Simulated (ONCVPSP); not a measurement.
# Building the ONCV potential for oxygen (O) (BLYP, scalar-relativistic).

Input for ONCVPSP 4.0.1:

```
# ATOM AND REFERENCE CONFIGURATION
# atsym  z   nc   nv     iexc    psfile
  O 8.00    1    2  -106131      upf
#
#   n    l    f
    1    0    2.00
    2    0    2.00
    2    1    3.50
#
# PSEUDOPOTENTIAL AND OPTIMIZATION
# lmax
    2
#
#   l,   rc,      ep,       ncon, nbas, qcut
    0    0.95    0.00    5    8    8.50
    1    1.80    0.00    4    7    6.70
    2    1.55    0.06    4    8    6.70
#
# LOCAL POTENTIAL
# lloc, lpopt,  rc(5),   dvloc0
    4    1    0.90    6.00
#
# VANDERBILT-KLEINMAN-BYLANDER PROJECTORs
# l, nproj, debl
    0    2    3.90
    1    2    1.80
    2    3    2.80
#
# MODEL CORE CHARGE
# icmod, fcfact, rcfact
    0    0.00    0.00
#
# LOG DERIVATIVE ANALYSIS
# epsh1, epsh2, depsh
   -3.00    5.00    0.02
#
# OUTPUT GRID
# rlmax, drl
    6.00    0.01
#
# TEST CONFIGURATIONS
# ncnf
    4
# nvcnf
#   n    l    f
    2
    2    0    2.00
    2    1    4.00
#
    2
    2    0    2.00
    2    1    3.00
#
    2
    2    0    2.00
    2    1    2.00
#
    2
    2    0    1.00
    2    1    4.00
#
```

Command:

```bash
oncvpsp.x < O.dat > O.out
```

Output (shortened: citation, most of the input echo, consistency checks and plot data are left out):

```
ONCVPSP  (Optimized Norm-Conservinng Vanderbilt PSeudopotential)
scalar-relativistic version 4.0.1

#   n    l    f        energy (Ha)
    1    0    2.00    -1.9263387E+01
    2    0    2.00    -1.1486461E+00
    2    1    3.50    -5.9804871E-01

Reference configufation results
  iterations    21
  all-electron total energy (Ha)   -7.48495724D+01

Begin loop to  construct optimized pseudo wave functions
and semi-local pseudopoentials for all angular momenta

   Wellstate for l =  0  n =  4
     eigenvalue =   2.7514
     asymptotic potential =   3.2514
     half-point radius =  2.5748

Calculating optimized projector #   1

 for l=   0

    Fraction of norm inside rc  0.427072
    Optimizing pswf for qcut=   8.51 a_B^-1,  ecut=  36.19 Ha
    Residual kinetic energy error=  1.77D-03 Ha

    Energy error per electron        Cutoff
         Ha          eV             Ha
         0.01000     0.27211       26.43
         0.00100     0.02721       42.31
         0.00010     0.00272      151.85
         0.00001     0.00027      184.55

Calculating optimized projector #   2

 for l=   0

    Fraction of norm inside rc  0.058874
    Optimizing pswf for qcut=   8.51 a_B^-1,  ecut=  36.19 Ha
    Residual kinetic energy error=  9.80D-04 Ha

    Energy error per electron        Cutoff
         Ha          eV             Ha
         0.01000     0.27211       23.27
         0.00100     0.02721       36.09
         0.00010     0.00272       75.03
         0.00001     0.00027      153.11

   Wellstate for l =  1  n =  4
     eigenvalue =   1.2020
     asymptotic potential =   1.7020
     half-point radius =  4.1690

Calculating optimized projector #   1

 for l=   1

    Fraction of norm inside rc  0.848014
    Optimizing pswf for qcut=   6.69 a_B^-1,  ecut=  22.40 Ha
    Residual kinetic energy error=  7.93D-05 Ha

    Energy error per electron        Cutoff
         Ha          eV             Ha
         0.01000     0.27211       15.22
         0.00100     0.02721       18.90
         0.00010     0.00272       22.68
         0.00001     0.00027       44.89

Calculating optimized projector #   2

 for l=   1

    Fraction of norm inside rc  0.127663
    Optimizing pswf for qcut=   6.69 a_B^-1,  ecut=  22.40 Ha
    Residual kinetic energy error=  3.68D-04 Ha

    Energy error per electron        Cutoff
         Ha          eV             Ha
         0.01000     0.27211       15.84
         0.00100     0.02721       20.52
         0.00010     0.00272       33.83
         0.00001     0.00027       59.48

   Wellstate for l =  2  n =  3
     eigenvalue =   0.0600
     asymptotic potential =   0.5600
     half-point radius = 13.1242

   Wellstate for l =  2  n =  5
     eigenvalue =   2.8600
     asymptotic potential =   3.3600
     half-point radius =  3.6946

   Wellstate for l =  2  n =  6
     eigenvalue =   5.6600
     asymptotic potential =   6.1600
     half-point radius =  3.2853

Calculating optimized projector #   1

 for l=   2

    Fraction of norm inside rc  0.002918
    Optimizing pswf for qcut=   6.69 a_B^-1,  ecut=  22.40 Ha
    Residual kinetic energy error=  2.80D-07 Ha

    Energy error per electron        Cutoff
         Ha          eV             Ha
         0.01000     0.27211        0.73
         0.00100     0.02721        2.58
         0.00010     0.00272        7.69
         0.00001     0.00027       14.06

Calculating optimized projector #   2

 for l=   2

    Fraction of norm inside rc  0.146607
    Optimizing pswf for qcut=   6.69 a_B^-1,  ecut=  22.40 Ha
    Residual kinetic energy error=  3.54D-04 Ha

    Energy error per electron        Cutoff
         Ha          eV             Ha
         0.01000     0.27211       13.33
         0.00100     0.02721       19.76
         0.00010     0.00272       26.94
         0.00001     0.00027       75.85

Calculating optimized projector #   3

 for l=   2

    Fraction of norm inside rc  0.091947
    Optimizing pswf for qcut=   6.69 a_B^-1,  ecut=  22.40 Ha
    Residual kinetic energy error=  3.26D-03 Ha

    Energy error per electron        Cutoff
         Ha          eV             Ha
         0.01000     0.27211       18.93
         0.00100     0.02721       25.47
         0.00010     0.00272       43.55
         0.00001     0.00027      104.13

Construct Vanderbilt / Kleinmman-Bylander projectors

B matrix Hermiticity error, ll=   0
   1   2   -2.3581E-04

  Orthonormal projector coefficients -1.9817E+01  7.5624E+00

B matrix Hermiticity error, ll=   1
   1   2   -6.4892E-05

  Orthonormal projector coefficients -3.5347E+00 -1.0430E+00

B matrix Hermiticity error, ll=   2
   1   2   -7.6149E-06
   1   3    1.0283E-05
   2   3    8.2362E-05

  Orthonormal projector coefficients -1.2689E+01 -1.8139E+00 -5.2742E-01

Pseudoatom total energy  -15.228282

Diagnostic tests using Vanderbilt-Kleinman-Bylander pseudopotentials
  1 or more projectors used as specified by nproj input data

   l    rcore       rmatch      e in        delta e   norm test  slope test

   0   0.9502639   0.9791160  -1.1486461  -0.0000443   1.0000543   1.0000077
   0   0.9502639   0.9791160   2.7513539  -0.0002089   1.0003094   1.0003094

   1   1.8023046   1.8570265  -0.5980487  -0.0000014   1.0000363   1.0000419
   1   1.8023046   1.8570265   1.2019513   0.0000141   1.0000617   1.0000617

   2   1.5519534   1.5990740   0.0600000  -0.0000076   1.0000415   1.0000415
   2   1.5519534   1.5990740   2.8600000  -0.0000091   1.0001184   1.0001184
   2   1.5519534   1.5990740   5.6600000   0.0000561   1.0001809   1.0001809

 Testing for bound ghosts
   n   l    E NL Schr. Eq   E Basis Diag.   E Cutoff

   1   0       -1.148690       -1.124905    288.96

   2   1       -0.598050       -0.597735     68.52

   3   2       -0.016386        0.374367    182.51

 Testing for highly-localized positive-energy ghosts
       l    <radius>/rc     E Basis Diag.   E Cutoff

Test configuration 0

   n   l     f        eae           eps        diff
   1   0  2.0000  -19.26338723
   2   0  2.0000   -1.14864611   -1.14869043   -4.43D-05
   2   1  3.5000   -0.59804871   -0.59805008   -1.38D-06

    Total energies and differences
      AE_ref= -7.48495724D+01  AE_tst= -7.48495724D+01  dif=  0.00D+00
      PS_ref= -1.52282824D+01  PS_tst= -1.52282824D+01  dif=  0.00D+00
      PSP excitation error=  0.00D+00

Test configuration 1

   n   l     f        eae           eps        diff
   1   0  2.0000  -18.94229817
   2   0  2.0000   -0.87578213   -0.87505353    7.29D-04
   2   1  4.0000   -0.33160473   -0.33332517   -1.72D-03

    Total energies and differences
      AE_ref= -7.48495724D+01  AE_tst= -7.50804512D+01  dif= -2.31D-01
      PS_ref= -1.52282824D+01  PS_tst= -1.54597173D+01  dif= -2.31D-01
      PSP excitation error=  5.56D-04

Test configuration 2

   n   l     f        eae           eps        diff
   1   0  2.0000  -19.63641755
   2   0  2.0000   -1.45264720   -1.45189057    7.57D-04
   2   1  3.0000   -0.89873050   -0.89368708    5.04D-03

    Total energies and differences
      AE_ref= -7.48495724D+01  AE_tst= -7.44767394D+01  dif=  3.73D-01
      PS_ref= -1.52282824D+01  PS_tst= -1.48565289D+01  dif=  3.72D-01
      PSP excitation error=  1.08D-03

Test configuration 3

   n   l     f        eae           eps        diff
   1   0  2.0000  -20.52613993
   2   0  2.0000   -2.13984590   -2.12962206    1.02D-02
   2   1  2.0000   -1.59065139   -1.56066448    3.00D-02

    Total energies and differences
      AE_ref= -7.48495724D+01  AE_tst= -7.32416687D+01  dif=  1.61D+00
      PS_ref= -1.52282824D+01  PS_tst= -1.36370143D+01  dif=  1.59D+00
      PSP excitation error=  1.66D-02

Test configuration 4

   n   l     f        eae           eps        diff
   1   0  2.0000  -19.63859414
   2   0  1.0000   -1.45755496   -1.46576340   -8.21D-03
   2   1  4.0000   -0.90211671   -0.90691704   -4.80D-03

    Total energies and differences
      AE_ref= -7.48495724D+01  AE_tst= -7.39220732D+01  dif=  9.27D-01
      PS_ref= -1.52282824D+01  PS_tst= -1.42980181D+01  dif=  9.30D-01
      PSP excitation error= -2.77D-03
```

The run took about 3.6 s on one core of a shared server CPU.
